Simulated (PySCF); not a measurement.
Compound: C₉H₁₄.
SMILES with atom numbers: `[C:1]1=[CH:2][CH2:3][CH2:4][CH2:5][CH2:6][CH2:7][CH2:8][CH:9]=1` (hydrogens: H10 on C2; H11, H12 on C3; H13, H14 on C4; H15, H16 on C5; H17, H18 on C6; H19, H20 on C7; H21, H22 on C8; H23 on C9)

Level of theory: PySCF 2.14.0, PBE0-D3(BJ)/def2-SVP geometry optimisation, gas phase.

Task: What internal coordinates does the optimisation give?

Result: 
```tsv
bond	length (Å)
C1=C2, C1=C9	1.310
C2–C3, C8–C9	1.511
C3–C4, C7–C8	1.532
C4–C5	1.531
C5–C6	1.532
C6–C7	1.543
C2–H10, C9–H23	1.098
C3–H11 and 3 like bonds	1.104
C4–H13 and 3 like bonds	1.103
C5–H15 and 3 like bonds	1.103
```

Bonds in one row agree within 0.01 Å and their mean is given. A selection of angles:
```tsv
angle	degrees
C2–C1–C9	169.5
C1–C2–C3	121.8
C1–C2–H10	120.4
C3–C2–H10	117.8
C2–C3–C4	115.3
C2–C3–H11	108.5
C4–C3–H11	109.5
H11–C3–H12	105.1
C3–C4–C5	116.3
C3–C4–H13	109.2
C3–C4–H14	107.8
C5–C4–H13	110.4
C5–C4–H14	106.9
H13–C4–H14	105.7
C4–C5–C6	119.4
C4–C5–H15	107.8
C6–C5–H15	107.8
H15–C5–H16	105.3
C5–C6–C7	116.7
C5–C6–H17	109.7
C5–C6–H18	106.5
C7–C6–H17	110.0
C7–C8–C9	112.0
C9–C8–H21	109.2
```

Torsions: C1–C2–C3–C4 -11° (synperiplanar); C2–C3–C4–C5 -80° (synclinal); C3–C4–C5–C6 66° (synclinal); C4–C5–C6–C7 68° (synclinal); C5–C6–C7–C8 -116° (anticlinal); C6–C7–C8–C9 69° (synclinal); C7–C8–C9–C1 -65° (synclinal). The mirror-image conformer, all signs reversed, is as good.

The 9-membered ring C1–C2–C3–C4–C5–C6–C7–C8–C9 has internal angles of 112.0° to 169.5° (sum 1108°, against 1260° for a flat polygon); it is puckered, 0.43 Å rms from its mean plane, widest ring torsion 116°. Of the pairs four or more bonds apart, C1···H13 is among the closest relative to their van der Waals radii: 2.58 Å, 89 % of the sum of Bondi's values. C1 (central carbon of cumulated double bonds) is bent (angle 169.5°). The C–C distances run from 1.310 Å (C1=C2, drawn double) to 1.543 Å (C6–C7, drawn single), a spread of 0.233 Å.

Point group: C1 (no symmetry element, even within 0.4 Å). Stationary, but not proved a minimum. One conformer, not necessarily the lowest.
